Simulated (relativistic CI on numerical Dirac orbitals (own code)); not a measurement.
**Fe⁵⁺: 3p photoemission**

Computed with this model: Dirac-Coulomb-Breit CI, KLI orbitals optimised for each configuration, model QED (radiative potential, 1s self-energy scaled to tabulated hydrogen-like ionisation energies), multiplet model of photoemission in the sudden approximation, unscaled Slater integrals; configurations [Ar] 3d3 → [Ne] 3s2 3p5 3d3; 80 K; Lorentzian 0.8 eV and Gaussian 0.6 eV FWHM. Energies are those of the free ion, without screening or charge transfer. The energies are binding energies and can lie tens of eV above those of solids. S is read from ⟨S²⟩ = S(S + 1).

Field parameters in Wybourne normalisation: D3d B²₀ = −7Dσ, B⁴₀ = −14Dq − 21Dτ, B⁴₃ = −14√(10/7) Dq; D4h B²₀ = −7Ds, B⁴₀ = 21(Dq − Dt), B⁴₄ = 21√(5/14) Dq; Oh B⁴₀ = 21Dq, B⁴₄ = √(5/14) B⁴₀. The field is a parameter set, without covalency.

free ion: ground-state S = 1.50, centroid 153.66 eV. Peaks (eV, height): 146.5 (76), 147.5 (95), 149.6 (100), 155.1 (39), 163.7 (13), 172.1 (34), 177.0 (23).

Oh, 10Dq = 15350 cm⁻¹: ground-state S = 1.50, centroid 153.67 eV. Peaks (eV, height): 147.4 (100), 149.8 (38), 150.9 (38), 155.9 (23), 157.2 (21), 166.7 (9), 174.3 (25), 179.4 (6).

D4h, 10Dq = 20200, Ds = -210, Dt = -440 cm⁻¹: ground-state S = 1.50, centroid 153.67 eV. Peaks (eV, height): 147.6 (100), 151.0 (39), 156.7 (24), 158.0 (16), 168.0 (8), 175.2 (22).

Oh, 10Dq = 43350 cm⁻¹: ground-state S = 1.50, centroid 153.67 eV. Peaks (eV, height): 147.8 (100), 151.2 (26), 153.1 (9), 157.9 (23), 160.0 (13), 171.4 (6), 172.8 (8), 177.9 (12).

D4h, 10Dq = 36750, Ds = 130, Dt = -180 cm⁻¹: ground-state S = 1.50, centroid 153.67 eV. Peaks (eV, height): 147.8 (100), 151.2 (26), 157.5 (21), 159.1 (15), 170.5 (7), 171.9 (7), 177.1 (16).

D3d, 10Dq = 28650, Dσ = -710, Dτ = -390 cm⁻¹: ground-state S = 1.50, centroid 153.67 eV. Peaks (eV, height): 147.7 (100), 151.1 (35), 157.2 (22), 158.5 (13), 168.8 (7), 175.7 (21).

Strongest unbroadened transitions for D3d, 10Dq = 28650, Dσ = -710, Dτ = -390 cm⁻¹:

```csv
Energy (eV),Relative strength
147.41,100.0
147.42,40.1
148.05,94.2
148.53,35.1
148.54,17.7
150.70,5.5
150.84,9.9
150.93,5.0
151.23,9.5
151.24,5.0
151.31,6.2
151.32,5.0
151.53,5.6
175.50,4.6
175.57,6.3
175.77,4.8
175.79,8.7
175.87,9.8
```
